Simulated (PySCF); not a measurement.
This PySCF input asks for the NMR shieldings of `C(/C#N)=C\B(O)O`, C₃H₄BNO₂; the geometry comes from GFN2-xTB.

```python
import basis_set_exchange as bse
import numpy as np
from pyscf import gto, dft
from pyscf.prop import nmr

atoms = """
N     3.743569    0.126080   -0.106704
C     2.634185   -0.117495    0.057073
C     1.271085   -0.407360    0.253990
C     0.285578    0.355118   -0.233800
B    -1.241337    0.025174   -0.011072
O    -1.561746   -1.073596    0.699326
O    -2.244053    0.798662   -0.503892
H     1.049467   -1.295673    0.830169
H     0.563873    1.234458   -0.806756
H    -2.503985   -1.215633    0.798901
H    -1.991212    1.572937   -1.003197
"""
names = dict.fromkeys(["N", "C", "B", "O", "H"], "pcSseg-1")
basis = {el: gto.basis.parse(bse.get_basis(n, elements=[el], fmt="nwchem")) for el, n in names.items()}
mol = gto.M(atom=atoms, basis=basis, charge=0, verbose=0)
mf = dft.RKS(mol, xc="PBE0")
mf.grids.level = 2
mf.grids.alignment = dft.numint.BLKSIZE   # the property module wants whole blocks of grid points
mf.conv_tol = 1e-9
mf.kernel()

calc = nmr.RKS(mf)   # GIAO
C = mf.mo_coeff
Co = C[:, mf.mo_occ > 0]
resp = mf.gen_response(singlet=True, hermi=2)
def vind(x):   # induced exchange potential for any number of trial vectors
    d = np.einsum("pi,xij,qj->xpq", C, 2 * x.reshape(-1, C.shape[1], Co.shape[1]), Co, optimize=True)
    return np.einsum("xpq,pi,qj->xij", resp(d - d.transpose(0, 2, 1)), C, Co, optimize=True).ravel()
mo1, _ = nmr.rhf.solve_mo1(calc, with_cphf=vind)
sigma = calc.kernel(mo1)
for i, s in enumerate(sigma):   # ppm
    print("%2d %-2s %9.2f" % (i, mol.atom_pure_symbol(i), np.trace(s) / 3))
```

Task: What does it print?

Result: 
```
 0 N     -59.36
 1 C      63.66
 2 C      59.42
 3 C      32.54
 4 B      76.43
 5 O     228.01
 6 O     212.21
 7 H      25.23
 8 H      25.09
 9 H      27.49
10 H      27.45
```

These numbers come from an equivalent density-fitted implementation of the same equations, which agrees with the script to about 0.01 ppm for H and up to a few tenths of a ppm for heavy atoms, so last digits may differ.

Size and cost of the density-fitted run: 139 basis functions, 15 s wall time on 1 thread of an Intel Xeon, shared host; peak memory 0.65 GiB.
